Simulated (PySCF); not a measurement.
Löwdin shares of the frontier orbitals

Compound: C₆H₉Cl₂NO.
Geometry (PBE0-D3(BJ)/def2-SVP, Å), atoms numbered from 1 in this order:
```
atom  x, y, z in Å
C1    -2.1407    1.4108    0.3996
C2    -1.4601    0.2862    0.6121
C3    -0.7119   -0.4628   -0.4519
C4     0.7361   -0.6451    0.0184
O5     0.9743   -1.2929    1.0194
N6     1.6737   -0.0308   -0.7359
C7     3.0783   -0.1101   -0.4348
C8    -1.2826   -1.8614   -0.6803
Cl9   -0.3766   -2.6723   -1.9876
Cl10  -3.0114   -1.8117   -1.0667
H11   -2.2133    1.8558   -0.5976
H12   -2.6573    1.9238    1.2146
H13   -1.3939   -0.1464    1.6165
H14   -0.7669    0.0801   -1.4090
H15    1.3733    0.4508   -1.5717
H16    3.1848   -0.7116    0.4771
H17    3.6377   -0.5982   -1.2487
H18    3.5112    0.8870   -0.2555
H19   -1.1514   -2.4761    0.2188
```

Theory: TDDFT wB97X-D/def2-SVPD, vertical, gas phase, core orbitals frozen in the response in PySCF 2.14.0, density-fitted response routines.

Kohn–Sham orbitals with the atoms that hold most of them (Löwdin shares over 4%, at most four atoms; ? is withheld):

| orbital | ε (eV) | atoms |
| --- | --- | --- |
| HOMO-3 | -10.68 | Cl9 42%, Cl10 31%, C8 9%, O5 5% |
| HOMO-2 | -10.11 | O5 28%, C2 18%, C1 16%, Cl10 12% |
| HOMO-1 | -9.70 | ? |
| HOMO | -9.49 | O5 33%, C1 18%, C2 15%, C3 8% |
| LUMO | ? | ? |
| LUMO+1 | 1.97 | Cl10 20%, H15 11%, C7 10%, C8 8% |
| LUMO+2 | 2.05 | Cl9 25%, C8 13%, C4 13%, O5 9% |

(1) Give the leading atoms of the LUMO.

(2) Which atoms hold the HOMO-1, and with what shares?

(3) What is the LUMO energy, and the HOMO–LUMO gap?

## Answers

(1) C1 (bonded to C and 2 H) 19%; C2 (bonded to 2 C and H) 16%; Cl9 (bonded to C) 15%; Cl10 (bonded to C) 10%. By element: carbon 35% or more, chlorine 26%.

(2) N6 (bonded to 2 C and H) 42%; O5 (bonded to C) 27%; C4 (bonded to C, N and O) 8%; C7 (bonded to N and 3 H) 8%. By element: nitrogen 42%, oxygen 27%, carbon 17% or more.

(3) ε(LUMO) = 1.03 eV; the gap is 10.52 eV (0.3867 hartree).

Task: How does S1 compare with the orbital gap of 10.52 eV?

Result: S1 is at 5.74 eV (f = 0.014), 4.78 eV below the gap, made of HOMO→LUMO (39%), HOMO→LUMO+2 (18%), HOMO-2→LUMO (11%). Without the coupling terms of the response equations the lowest excitation would equal the gap.

Next come S2 at 6.80 eV (f 0.100), HOMO→LUMO (42%), HOMO-2→LUMO (18%); S3 at 6.96 eV (f 0.0084), HOMO-3→LUMO (37%), HOMO-1→LUMO (21%), HOMO-2→LUMO (11%); S4 at 7.04 eV (f 0.096), HOMO-1→LUMO (51%), HOMO-2→LUMO (20%); S5 at 7.16 eV (f 0.075), HOMO-4→LUMO (15%), HOMO→LUMO (12%), HOMO-3→LUMO (11%).

One conformer stands for the species.
